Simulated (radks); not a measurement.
Values are calculated unless marked as measured or tabulated.
Neutral promethium inside a hard spherical wall (all orbitals vanish at R), configuration held at [Xe] 4f5 6s2 and not refilled when levels cross. Code: a radial shooting solver on a logarithmic mesh with Libxc functionals. Model: scalar-relativistic Kohn-Sham, LDA (Slater exchange, VWN5 correlation), spin-unpolarised, spherical densities, finite nucleus; Fermi nuclear charge, rms radius 4.962 fm. Eigenvalues in eV, with the zero of energy where the potential of the charges vanishes at infinity; a dash marks a level that is unbound or too diffuse for the functional's potential to be trusted. A positive occupied level is held by the wall or, in an anion where self-interaction has pushed it up, behind a barrier. The pressure on the wall is -dE/dV.

R (bohr),E (hartree),kinetic (hartree),e(5s),e(5p),e(6s),e(4f),"e(5d, empty)","e(6p, empty)",pressure (GPa)
free,-10012.9526,10675.913,-41.990,-22.761,-3.676,-2.352,-1.949,-1.265,0
20,-10012.9526,10675.913,-41.990,-22.761,-3.676,-2.352,-1.949,-1.264,< 0.0001
15,-10012.9526,10675.913,-41.987,-22.758,-3.674,-2.349,-1.946,-1.249,0.000253
8,-10012.9313,10676.051,-41.226,-22.013,-2.960,-1.597,-1.247,0.151,0.712
7,-10012.8996,10676.206,-40.590,-21.397,-2.197,-0.960,-0.625,1.419,2.31
6,-10012.8193,10676.547,-39.509,-20.365,-0.575,0.146,0.522,3.958,8.12
5,-10012.6005,10677.396,-37.598,-18.566,3.199,2.188,2.788,9.493,33.6
4,-10011.8916,10680.098,-33.610,-14.741,13.515,6.761,8.125,23.388,188
3,-10008.7797,10691.557,-22.525,-2.958,49.163,20.169,24.761,66.464,1690
